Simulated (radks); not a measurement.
Values are calculated unless marked as measured or tabulated.
Problem. The mean radii <r> (bohr) of the occupied orbitals of an atom or ion are listed with their occupations. Code: a radial shooting solver on a logarithmic mesh with Libxc functionals. Model: scalar-relativistic Kohn-Sham, PBEsol, spin-polarised, spherical densities, finite nucleus; Fermi nuclear charge, rms radius of each element as measured or else 0.836 A^(1/3) + 0.57 fm.

orbital  occ.      <r>
1s up       1  0.01633
1s down     1  0.01633
2s up       1  0.06877
2s down     1  0.06876
2p up       3  0.06235
2p down     3  0.06234
3s up       1   0.1762
3s down     1   0.1761
3p up       3   0.1774
3p down     3   0.1773
3d up       5   0.1603
3d down     5   0.1602
4s up       1   0.3605
4s down     1   0.3607
4p up       3   0.3740
4p down     3   0.3744
4d up       5   0.3735

Name the element and its charge. Open shells, if any, are filled with parallel spins first.

Solution. Z = 81, thallium, charge +40: Tl40+ in [Kr] 4d5. The 1s radius gives Z: for a bare nucleus <r> = (2 gamma + 1)/(2Z) with gamma = sqrt(1 - (Z/c)^2), 0.01613 bohr for Z = 81, and screening makes it slightly larger (0.01633 here). The occupations add up to 41, and the charge is Z minus that.
